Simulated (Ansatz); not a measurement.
Reaction (substitution at a C–N bond): `C[N](C)[In]([Cl])[Cl]` + `[Cl][InH][SeH]` → `C[Se][InH][Cl]` + `C[NH][In]([Cl])[Cl]`

Computed with Ansatz on PBE0-D4/def2-TZVP structures; ΔE is electronic, products minus reactants. CCSD(T)/CBS is the MP2 limit (def2-TZVPP, def2-QZVPP) plus CCSD(T) − MP2 in def2-TZVPP, frozen cores. Functionals use def2-TZVPP. def2 core potentials past Kr. For In, Se outer-core shells are correlated without core-valence functions, which leaves a few kJ/mol of doubt a bond. Scalar relativity is left out up to krypton. One conformer a species, not always the lowest.

`C[N](C)[In]([Cl])[Cl]`:

```xyz
12

C     1.406    0.401    0.184
N     0.036    0.016   -0.044
C    -0.341   -0.030   -1.434
In   -1.218   -0.423    1.429
Cl   -0.518   -0.326    3.626
Cl   -3.396   -1.033    0.965
H     1.614    1.401   -0.222
H     2.104   -0.300   -0.298
H     1.639    0.420    1.250
H     0.274   -0.751   -1.992
H    -0.215    0.950   -1.915
H    -1.386   -0.325   -1.550
```

`[Cl][InH][SeH]`:

```xyz
5

Cl    1.945   -0.678   -1.769
In    0.612    0.137   -0.041
Se   -1.731   -0.654   -0.277
H     1.318    1.133    1.146
H    -2.143    0.061    0.940
```

`C[Se][InH][Cl]`:

Cartesian coordinates in Å:
```
C -0.417 -1.429 0.045
Se 1.137 -0.645 -0.859
In 0.793 1.727 -0.240
Cl -1.139 1.990 1.060
H -1.335 -0.973 -0.313
H -0.402 -2.488 -0.211
H -0.330 -1.305 1.121
H 1.694 3.124 -0.602
```

`C[NH][In]([Cl])[Cl]`:

Cartesian coordinates in Å:
```
C -0.668 1.228 -0.199
N 0.251 0.379 0.531
In 0.650 -1.515 0.082
Cl -0.757 -2.656 -1.352
Cl 2.366 -2.685 1.085
H -1.224 1.877 0.488
H -1.403 0.619 -0.729
H -0.174 1.867 -0.941
H 0.960 0.887 1.036
```

```csv
level,ΔE (kJ/mol),difference from CCSD(T)/CBS
LDA (SPW92),-8.7,10.8
r2SCAN0-D4,-18.5,1.0
ωB97M-V,-18.6,0.9
B2PLYP,-19.8,-0.3
RPA@PBE/def2-TZVPP,-15.6,3.9
HF/def2-SVP,-1.5,18.0
HF/def2-TZVPP,-17.3,2.2
SCS-MP2/def2-TZVPP,-19.4,0.1
CCSD/def2-TZVPP,-17.0,2.5
HF/def2-QZVPP,-17.0,2.5
CCSD(T)/CBS,-19.5,0
```

Largest T1 diagnostic among the species: 0.014.

From BLYP to BHLYP (50 % exact exchange), in def2-TZVPP and without D4, ΔE moves by +4.2 kJ/mol. Leaving LDA and LC-ωPBE aside and taking each functional with its dispersion term where it has one, the values, not all of them listed here, spread over 5.7 kJ/mol, from BLYP-D4 to CAM-B3LYP-D4. LDA lies +11.8 kJ/mol from PBE without D4. At CCSD(T), def2-SVP lies +24.6 kJ/mol from the extrapolated value and def2-TZVPP +2.2 kJ/mol.
